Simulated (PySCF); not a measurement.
PySCF input file for C2H9NOSi, SMILES CO[Si@H](C)N, PBE0-D3(BJ)/def2-SVP. Geometry: PBE0-D3(BJ)/def2-SVP. The structure was generated by enumeration; whether it is a known compound was not checked. The values are those of a single conformer.

```python
import numpy as np
from pyscf import gto, scf, dft, df
from pyscf.hessian import thermo

mol = gto.M(
    atom='''
    C     1.96142966   -0.05488309    0.70551592
    O     1.22616116   -0.08459570   -0.48012507
    Si   -0.44802722   -0.06243424   -0.52836300
    C    -1.09729273    1.55851724    0.14139217
    N    -1.18989602   -1.32523135    0.38044874
    H     1.56775148   -0.76359242    1.45933507
    H     1.97361785    0.95219646    1.16486537
    H     3.00535987   -0.33588382    0.49354374
    H    -0.73378214   -0.25044609   -1.97501128
    H    -2.18642503    1.63672586    0.00275280
    H    -0.62142725    2.40674070   -0.37395301
    H    -0.88487510    1.66116976    1.21802031
    H    -1.04853633   -2.30302990    0.15735175
    H    -1.46414079   -1.19822119    1.34658795
    ''',
    basis='def2-SVP',
    charge=0,
    spin=0,
    max_memory=1600,
    verbose=3,
)
mf = dft.RKS(mol, xc='pbe0').density_fit(auxbasis='def2-universal-jkfit')
mf.disp = 'd3bj'
mf.grids.level = 3
mf.conv_tol = 1e-11
mf.max_cycle = 100
mf.kernel()

# analytic Hessian; the response equations are solved on a coarser grid
h, args, fine = mf.Hessian(), (mf.mo_energy, mf.mo_coeff, mf.mo_occ), mf.grids
h.max_memory = max(150, 2.5e-5 * df.make_auxmol(mol, mf.with_df.auxbasis).nao * mol.nelec[0] * (mol.nelec[0] + mol.nao))  # MB; small integral blocks
h1ao = h.make_h1(mf.mo_coeff, mf.mo_occ)
mf.grids = dft.Grids(mol).set(level=1).build(with_non0tab=True)
mo1, mo_e1 = h.solve_mo1(*args, h1ao)
mf.grids = fine
hess = h.hess_elec(*args, mo1, mo_e1, h1ao) + h.hess_nuc()
if mf.do_disp():
    hess += h.get_dispersion()
for i in range(mol.natm):  # the analytic DFT Hessian lacks the response of the grid: restore translational invariance
    hess[i, i] -= hess[i].sum(axis=0)
hess = (hess + hess.transpose(1, 0, 3, 2)) / 2
vib = thermo.harmonic_analysis(mol, hess, imaginary_freq=False)
thermo.dump_normal_mode(mol, vib)
th = thermo.thermo(mf, vib['freq_au'][vib['freq_au'] > 0], 298.15, 101325)
thermo.dump_thermo(mol, th)
g0 = mf.nuc_grad_method().set(verbose=0).kernel()

# dipole derivatives [dipole axis, atom, xyz] from the same response
r, irp = mol.intor('int1e_r'), mol.intor('int1e_irp').reshape(3, 3, mol.nao, mol.nao)
sl, dm0, ok = mol.aoslice_by_atom(), np.array(mf.make_rdm1()), []
dmu = np.einsum('a,xt->xat', mol.atom_charges(), np.eye(3))
for a, (_, _, p0, p1) in enumerate(sl):
    dmu[:, a] += 2 * np.einsum('xtij,ij->xt', irp[:, :, :, p0:p1], dm0.reshape(-1, mol.nao, mol.nao).sum(0)[:, p0:p1])
    for u, c, occ, f in [(mo1, mf.mo_coeff, mf.mo_occ, 4)]:
        dmu[:, a] -= f * np.einsum('tui,xuv,vi->xt', u[a], r, c[:, occ > 0], optimize=True)
L = vib['norm_mode']
ir = 974.8801 * (np.einsum('xat,kat->kx', dmu, L) ** 2).sum(1)       # km/mol
apt = np.einsum('xax->a', dmu) / 3
print('mode   freq/cm-1   IR/(km/mol)')
for k, w in enumerate(vib['freq_wavenumber']):
    print(f'{k + 1:4d} {w:11.2f} {ir[k]:13.3f}')
print('max |gradient| / (hartree/bohr):', abs(g0).max())
print('APT charges:', apt.round(4))
```

Output:

```
[...]
Normal mode                   x     y     z       x     y     z       x     y     z
       0   C                -0.01 -0.13 -0.02   -0.14  0.00 -0.06   -0.01  0.00 -0.01
       1   O                 0.01  0.05  0.02    0.13 -0.00  0.07    0.01 -0.00  0.01
       2  Si                -0.00  0.00 -0.00   -0.02 -0.00 -0.00   -0.01  0.01  0.00
       3   C                 0.00 -0.00  0.00   -0.01  0.01  0.01    0.05 -0.12 -0.05
       4   N                -0.00 -0.00  0.00   -0.00  0.00  0.00   -0.00 -0.01  0.00
       5   H                 0.14  0.22  0.39    0.25 -0.07  0.09    0.01 -0.00  0.00
       6   H                -0.31  0.12 -0.55    0.22  0.01 -0.06    0.01  0.00 -0.01
       7   H                 0.14  0.28  0.13   -0.21  0.02 -0.43   -0.02 -0.00 -0.03
       8   H                -0.01 -0.02  0.00   -0.06  0.01  0.01    0.00 -0.02  0.01
       9   H                 0.00 -0.00 -0.00   -0.01 -0.03 -0.03    0.04  0.45  0.21
      10   H                 0.00 -0.00 -0.00    0.02 -0.03 -0.02   -0.29  0.29  0.29
      11   H                 0.00 -0.00 -0.00    0.03 -0.04  0.00   -0.23  0.44 -0.03
      12   H                -0.00 -0.00  0.00    0.00  0.00 -0.00   -0.00 -0.00 -0.00
      13   H                -0.00 -0.00  0.00   -0.02 -0.00 -0.00   -0.00  0.01 -0.00
Mode                                21                  22                  23
Irrep
Freq [cm^-1]                     1429.1304           1430.8578           1470.2821
Reduced mass [au]                   1.0485              1.0490              1.1056
Force const [Dyne/A]                1.2618              1.2653              1.4081
Char temp [K]                    2056.2005           2058.6858           2115.4086
Normal mode                   x     y     z       x     y     z       x     y     z
       0   C                 0.00  0.00  0.00   -0.00 -0.00 -0.00    0.04 -0.03  0.07
       1   O                 0.00 -0.00  0.00   -0.00 -0.00 -0.00    0.02 -0.01  0.01
       2  Si                 0.00  0.00 -0.00   -0.00 -0.00 -0.00   -0.01 -0.00  0.00
       3   C                 0.03  0.03 -0.04   -0.05 -0.01 -0.03    0.00 -0.00  0.00
       4   N                 0.00  0.00 -0.00   -0.00 -0.00  0.00    0.00  0.00 -0.00
       5   H                -0.02  0.01 -0.00   -0.00  0.03  0.03   -0.61 -0.02 -0.29
       6   H                -0.06  0.00 -0.01    0.02 -0.02  0.04    0.02  0.12 -0.25
       7   H                -0.02 -0.03 -0.06    0.01  0.03  0.01    0.01  0.34 -0.50
       8   H                -0.01 -0.02  0.00    0.01 -0.00 -0.01    0.01  0.00 -0.01
       9   H                -0.08 -0.17  0.65   -0.08 -0.39  0.07    0.00 -0.01 -0.03
      10   H                 0.29 -0.19 -0.13    0.47  0.04  0.52   -0.01  0.01  0.02
      11   H                -0.58 -0.03  0.09    0.27  0.44 -0.13    0.03  0.01 -0.01
      12   H                -0.00 -0.00  0.02    0.02  0.01 -0.02    0.01  0.01 -0.02
      13   H                -0.01 -0.02  0.00   -0.01  0.02 -0.00    0.01  0.02 -0.00
Mode                                24                  25                  26
Irrep
Freq [cm^-1]                     1477.3519           1478.8616           1540.4523
Reduced mass [au]                   1.0438              1.0711              1.1249
Force const [Dyne/A]                1.3423              1.3802              1.5727
Char temp [K]                    2125.5805           2127.7526           2216.3678
Normal mode                   x     y     z       x     y     z       x     y     z
       0   C                -0.03  0.02  0.04   -0.05 -0.04 -0.03   -0.00 -0.00 -0.00
       1   O                -0.01  0.00  0.01   -0.02 -0.01 -0.01   -0.00  0.00  0.00
       2  Si                -0.00 -0.00 -0.00    0.01 -0.00 -0.00    0.01  0.01 -0.00
       3   C                -0.00  0.00 -0.00    0.00  0.00 -0.00    0.00  0.00  0.00
       4   N                -0.00 -0.00  0.00   -0.00  0.00 -0.00   -0.02 -0.07  0.05
       5   H                 0.20 -0.53 -0.38   -0.09  0.09  0.04    0.01  0.01  0.01
       6   H                 0.21  0.25 -0.52    0.64 -0.10  0.15    0.00 -0.01  0.02
       7   H                 0.02 -0.07  0.31    0.20  0.57  0.30    0.00 -0.00  0.01
       8   H                 0.00 -0.00 -0.00   -0.01  0.00  0.00   -0.01 -0.01 -0.01
       9   H                -0.01 -0.02  0.02   -0.00  0.01  0.05   -0.00  0.01  0.01
      10   H                 0.03 -0.00  0.02   -0.00 -0.02 -0.03   -0.00 -0.02 -0.03
      11   H                -0.01  0.02 -0.00   -0.06 -0.02  0.01   -0.02 -0.03  0.01
      12   H                 0.01  0.00 -0.01   -0.00 -0.00  0.01    0.21  0.14 -0.62
      13   H                -0.00  0.01 -0.00   -0.00 -0.01  0.00    0.01  0.66 -0.05
Mode                                27                  28                  29
Irrep
Freq [cm^-1]                     2271.2914           2996.7051           3056.9796
Reduced mass [au]                   1.0410              1.0356              1.0375
Force const [Dyne/A]                3.1642              5.4796              5.7125
Char temp [K]                    3267.8826           4311.5915           4398.3130
Normal mode                   x     y     z       x     y     z       x     y     z
       0   C                -0.00  0.00 -0.00    0.01  0.01  0.05   -0.00 -0.01  0.00
       1   O                 0.00 -0.00  0.00    0.00 -0.00  0.00   -0.00  0.00  0.00
       2  Si                 0.01  0.00  0.03   -0.00  0.00  0.00    0.00 -0.00 -0.00
       3   C                 0.00 -0.00 -0.00    0.00 -0.00 -0.00   -0.02  0.04  0.02
       4   N                -0.00  0.00 -0.00    0.00  0.00 -0.00    0.00  0.00  0.00
       5   H                -0.00  0.00 -0.00    0.24  0.43 -0.44    0.02  0.04 -0.04
       6   H                 0.00 -0.00  0.00   -0.00 -0.59 -0.25   -0.00  0.04  0.02
       7   H                -0.00  0.00  0.00   -0.33  0.09  0.07   -0.01  0.00  0.00
       8   H                -0.19 -0.12 -0.95    0.00 -0.00  0.00   -0.00  0.00  0.00
       9   H                 0.00  0.00  0.00   -0.01 -0.00 -0.00    0.53 -0.03  0.07
      10   H                -0.00 -0.00  0.00    0.00  0.00 -0.00   -0.23 -0.40  0.25
      11   H                -0.00  0.00  0.00    0.00  0.00  0.01   -0.13 -0.05 -0.61
      12   H                -0.00 -0.00  0.01   -0.00  0.00  0.00    0.00  0.00 -0.00
      13   H                 0.00 -0.01  0.00    0.00  0.00 -0.00    0.00  0.00 -0.00
Mode                                30                  31                  32
Irrep
Freq [cm^-1]                     3067.6532           3121.2513           3156.3602
Reduced mass [au]                   1.1048              1.1018              1.1011
Force const [Dyne/A]                6.1256              6.3241              6.4632
Char temp [K]                    4413.6699           4490.7856           4541.2995
Normal mode                   x     y     z       x     y     z       x     y     z
       0   C                 0.02  0.09 -0.01    0.08 -0.02 -0.04   -0.00  0.00  0.00
       1   O                -0.00 -0.00  0.00   -0.00  0.00  0.00   -0.00  0.00 -0.00
       2  Si                -0.00  0.00 -0.00   -0.00 -0.00 -0.00    0.00 -0.00  0.00
       3   C                -0.00  0.00  0.00    0.00 -0.00  0.00    0.03 -0.02  0.08
       4   N                 0.00 -0.00  0.00    0.00  0.00  0.00   -0.00  0.00 -0.00
       5   H                -0.25 -0.42  0.44   -0.08 -0.16  0.15    0.00  0.00 -0.00
       6   H                 0.01 -0.62 -0.28    0.01  0.20  0.08   -0.00 -0.01 -0.00
       7   H                 0.01  0.02 -0.01   -0.84  0.23  0.19    0.01 -0.00 -0.00
       8   H                -0.00 -0.00  0.00    0.00  0.00  0.00   -0.00 -0.00 -0.00
       9   H                 0.05 -0.00  0.01   -0.01  0.00 -0.00   -0.43  0.03 -0.04
      10   H                -0.02 -0.04  0.02    0.00  0.01 -0.00    0.19  0.33 -0.19
      11   H                -0.01 -0.00 -0.04   -0.00 -0.00 -0.01   -0.14 -0.07 -0.71
      12   H                -0.00  0.00 -0.00   -0.00  0.00  0.00   -0.00 -0.00 -0.00
      13   H                -0.00  0.00 -0.00   -0.00 -0.00 -0.00    0.00  0.00 -0.00
Mode                                33                  34                  35
Irrep
Freq [cm^-1]                     3170.5828           3625.2753           3727.1589
Reduced mass [au]                   1.1030              1.0501              1.0969
Force const [Dyne/A]                6.5327              8.1315              8.9777
Char temp [K]                    4561.7627           5215.9640           5362.5518
Normal mode                   x     y     z       x     y     z       x     y     z
       0   C                -0.00  0.00 -0.00   -0.00 -0.00 -0.00    0.00 -0.00  0.00
       1   O                -0.00 -0.00  0.00    0.00  0.00 -0.00    0.00  0.00  0.00
       2  Si                 0.00  0.00 -0.00    0.00  0.00 -0.00   -0.00  0.00  0.00
       3   C                 0.08  0.04 -0.02   -0.00  0.00  0.00    0.00 -0.00 -0.00
       4   N                -0.00 -0.00  0.00   -0.01 -0.04  0.03   -0.02  0.05  0.06
       5   H                -0.00 -0.00  0.00   -0.00  0.00 -0.00    0.00  0.00 -0.00
       6   H                -0.00  0.00  0.00    0.00  0.00  0.00    0.00  0.00  0.00
       7   H                 0.00 -0.00 -0.00    0.00 -0.00 -0.00   -0.00  0.00  0.00
       8   H                -0.00 -0.00  0.00   -0.00  0.00 -0.00   -0.00 -0.00 -0.00
       9   H                -0.66  0.05 -0.09    0.00 -0.00  0.00   -0.00 -0.00 -0.00
      10   H                -0.28 -0.52  0.32    0.00  0.00 -0.00   -0.00 -0.00  0.00
      11   H                 0.01  0.01 -0.00    0.00 -0.00 -0.00    0.00 -0.00  0.00
      12   H                -0.00  0.00  0.00   -0.10  0.68  0.17    0.09 -0.63 -0.14
      13   H                 0.00 -0.00 -0.00    0.19 -0.10 -0.64    0.19 -0.08 -0.66
temperature 298.1500 [K]
pressure 101325.00 [Pa]
Rotational constants [GHz] 4.88634 3.04010 2.39992
Symmetry number 1
Zero-point energy (ZPE) 0.11423 [Eh]   299910.936 [J/mol]
                           tot       elec      trans        rot        vib
Entropy [J/mol/K]       370.385      0.000    165.029    111.305     94.051
Cv [J/mol/K]            120.515      0.000     12.472     12.472     95.572
Cp [J/mol/K]            128.830      0.000     20.786     12.472     95.572
Internal energy [J/mol]                      3718.434   3718.434 315074.024
Internal energy [Eh]   -500.43580  -500.55864
Enthalpy [J/mol]                             6197.391   3718.434 315074.024
Enthalpy [Eh]          -500.43485
Gibbs free energy [J/mol]                  -43006.063 -29467.214 287032.696
Gibbs free energy [Eh] -500.47691
mode   freq/cm-1   IR/(km/mol)
   1       71.80         2.248
   2      107.55         0.680
   3      141.83         0.191
   4      163.68         5.026
   5      197.69        25.342
   6      259.35        52.809
   7      270.06        37.312
   8      318.80        93.633
   9      398.88        41.902
  10      631.19         9.331
  11      666.34         5.409
  12      752.85        28.574
  13      768.14        17.660
  14      828.04        20.822
  15      876.70        48.078
  16      903.66       221.737
  17      921.82       264.095
  18     1172.25       111.965
  19     1181.38         2.262
  20     1224.24       150.677
  21     1264.75        48.895
  22     1429.13         4.274
  23     1430.86         3.346
  24     1470.28         3.724
  25     1477.35         7.915
  26     1478.86         2.533
  27     1540.45        54.418
  28     2271.29       148.272
  29     2996.71        71.320
  30     3056.98         1.356
  31     3067.65        48.313
  32     3121.25        35.621
  33     3156.36         4.719
  34     3170.58         2.797
  35     3625.28        28.849
  36     3727.16        33.830
max |gradient| / (hartree/bohr): 2.9155350947948438e-05
APT charges: [ 0.5503 -1.0625  1.7707 -0.4125 -0.8686 -0.0473 -0.0596 -0.0379 -0.3004
  0.0309  0.033   0.0197  0.1972  0.1869]
```

The run converged.

Cost: around 6 core-minutes (rough).
